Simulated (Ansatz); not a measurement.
Start from `CCOCCF` and change one atom or group to get `NBOCCF`.

Ansatz, PBE0-D4/def2-TZVP geometries, multiplicity 1. Each molecule was computed in one conformer, which needn't be the lowest.

```json
{"property": "HOMO energy (PBE0/def2-TZVPP) / eV", "`CCOCCF`": "-7.67"}
{"property": "LUMO energy (PBE/def2-TZVPP) / eV", "`CCOCCF`": "0.35"}
{"property": "LUMO energy (B3LYP/def2-TZVPP) / eV", "`CCOCCF`": "0.83"}
{"property": "HOMO–LUMO gap (ωB97M-V/def2-TZVPP) / eV", "`CCOCCF`": "12.73"}
{"property": "HOMO energy (ωB97M-V/def2-TZVPP) / eV", "`CCOCCF`": "-10.10"}
{"property": "HOMO energy (B3LYP/def2-TZVPP) / eV", "`CCOCCF`": "-7.46"}
```

Problem. What does the change do to each property? (Best estimate.)

Solution. The calculation gave: 
```
                               property  `NBOCCF`  shift
     HOMO energy (PBE0/def2-TZVPP) / eV     -7.57   0.10
      LUMO energy (PBE/def2-TZVPP) / eV      0.34  -0.01
    LUMO energy (B3LYP/def2-TZVPP) / eV      0.91   0.08
HOMO–LUMO gap (ωB97M-V/def2-TZVPP) / eV     12.50  -0.23
  HOMO energy (ωB97M-V/def2-TZVPP) / eV     -9.95   0.15
    HOMO energy (B3LYP/def2-TZVPP) / eV     -7.33   0.13
```

B3LYP here is the variant with VWN-RPA as its local correlation; programs differ in this.
